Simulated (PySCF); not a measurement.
An unknown is described by computed data only.

Elements present: C, H, P and S. Monoisotopic mass: 147.9570 u.

* Dipole: 4.11 D [PBE0/def2-SVPD]
* UV, first state: lowest singlet excitation: 4.59 eV (270 nm, f = 0.029) [TDDFT PBE0/def2-SVPD]
* UV, strongest line: among the 8 lowest singlet transitions: S7 at 5.73 eV (216 nm, f = 0.056) [TDDFT PBE0/def2-SVPD]
* 1H NMR: chemical shifts (computed TMS as zero) by class: 7.89 (2 H), 7.73 (1 H), 7.39 (1 H), 7.39 (1 H) ppm [GIAO PBE0/pcSseg-1]
* Rotational structure: rotational constants A, B, C: 4.520, 0.758, 0.699 GHz [GFN2-xTB]
* 13C NMR: chemical shifts (computed TMS as zero) by class: 138.0 (1 C), 137.3 (1 C), 137.1 (1 C), 135.1 (1 C) ppm [GIAO PBE0/pcSseg-1]
* Polarisability: 110.0 au [PBE0/def2-SVPD]
* Triplet: lowest triplet excitation (Tamm–Dancoff): 3.83 eV [TDA PBE0/def2-SVPD]

The electronic properties come from PySCF, for the isolated species, density fitting. Levels stand in brackets. Geometry: GFN2-xTB, one conformer, isolated molecule. NMR classes are plain means over equivalent atoms (diastereotopic ones count apart unless rotation or inversion swaps them), as if these changed places fast.

Question: Which formula fits the mass and the elements?

Answer: C4H5PS2 (calculated 147.9570). No other formula that holds each of these elements comes within 0.0003 u with a fitting electron parity and a possible valence count.

Question: Give a SMILES that accounts for the data.

Answer: Numbering: `[S:1]=[PH2:2][c:3]1[cH:4][cH:5][s:6][cH:7]1`. 4 carbons fall into 4 classes; from least to most shielded: substituted aromatic carbon [C3] (138.0 ppm), aromatic CH next to a ring sulfur [C7] (137.3 ppm), aromatic CH next to a ring sulfur [C5] (137.1 ppm), aromatic CH carbon [C4] (135.1 ppm). Hydrogen classes from least to most shielded: 2 H on a phosphorus bonded to C, S and 2 H, P2 (7.89 ppm), 1 H on an aromatic CH carbon, C4 (7.73 ppm), 1 H on an aromatic CH next to a ring sulfur, C7 (7.39 ppm), 1 H on an aromatic CH next to a ring sulfur, C5 (7.39 ppm). S1 is mainly HOMO→LUMO (weight 0.95); the largest Löwdin shares of the orbital it empties are 0.74 on the sulfur bonded to P and 0.16 on the phosphorus bonded to C, S and 2 H, of the orbital it fills 0.26 on an aromatic CH next to a ring sulfur, 0.23 on the thiophene-type sulfur, 0.15 on the substituted aromatic carbon and 0.15 on an aromatic CH next to a ring sulfur. The optimised geometry has point group C1 and is an asymmetric top. Structure: `c1c(csc1)[PH2]=S`. Computed isomers that give other values at the same levels: `CSc1cscp1` (13C chemical shifts (computed TMS as zero) by class: 171.3 (1 C), 168.8 (1 C), 131.8 (1 C), 25.6 (1 C) ppm); `CSc1cpcs1` (13C chemical shifts (computed TMS as zero) by class: 165.4 (1 C), 163.4 (1 C), 141.0 (1 C), 23.5 (1 C) ppm). The assignments are read from this structure; whether some other isomer fits the data as well wasn't checked.

The values belong to the conformer `[S:1]=[PH2:2][c:3]1[cH:4][cH:5][s:6][cH:7]1`: S1–P2–C3–C4 54°.
